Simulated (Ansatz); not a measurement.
Input file for Ansatz (a quantum-chemistry and plane-wave program): R-CCSD(T)/aug-cc-pV(D+d)Z on C3H6S (a complex), monomers drawn apart or pushed together. Files ending in .json are basis or fitting sets from the Basis Set Exchange.

Ansatz 0.2 input:
```yaml
crystal:
  periodic: [false, false, false]
  atoms:
    - {symbol: S, position_ang: [0.17902421, 0.15321057, -0.49990647]}
    - {symbol: H, position_ang: [0.31789063, -1.17979088, -0.42046149]}
    - {symbol: H, position_ang: [0.66804189, 0.33445388, 0.73996336]}
    - {symbol: C, position_ang: [-1.28702469, -0.35037653, 4.14705069]}
    - {symbol: C, position_ang: [-0.03017286, -0.08576620, 4.34385313]}
    - {symbol: C, position_ang: [1.23097289, 0.18233563, 4.52260001]}
    - {symbol: H, position_ang: [-1.94326858, -0.60918859, 4.96987583]}
    - {symbol: H, position_ang: [-1.71209341, -0.31527290, 3.15009956]}
    - {symbol: H, position_ang: [1.56898240, 1.19279391, 4.72271730]}
    - {symbol: H, position_ang: [1.98333362, -0.59748417, 4.48864698]}
basis:
  gaussian:
    orbitals: aug-cc-pV_D+d_Z.json
magnetization: {spin_polarized: false}
correlation: {method: ccsd_t, electrons: outside_noble_gas}
scf: {lower_state_search: off}
```

The head of its log:

```
WARN ansatz: RAYON_NUM_THREADS=1 ignored (pool sized by the plan → 1); use --threads N
Functional definition: HF
these checks for a lower state are left out or cut short: stability, starts, cluster_reference, orbital_swaps, neighbouring_geometries, increment
integrals: 0.47 GiB planned
1532 factors; integrals over basis functions are off by at most 1.1e-3 eV
mean field: 0.50 GiB planned
mean field evaluation 1: about -13999.4903 eV, gradient 2.9e1 eV
mean field evaluation 2: about -13999.5620 eV, gradient 2.9e1 eV
mean field evaluation 4: about -14002.3854 eV, gradient 3.0e0 eV
mean field evaluation 8: about -14002.4305 eV, gradient 3.8e-1 eV
mean field -14002.43122685 eV, -514.5798563981 hartree, gradient 3.2e-6 eV, S^2 0.000000; 0 other end points of the search recorded, 0 dependent functions left out
8 core orbitals not correlated
reference -14002.43122685 eV, -514.5798563981 hartree; 12, 12 occupied and 135, 135 virtual orbitals, 1532 factors
```

### Question
Predict the final total energy.

### Answer
-515.2220 hartree (reference determinant -514.5799, T1 diagnostic 0.011).
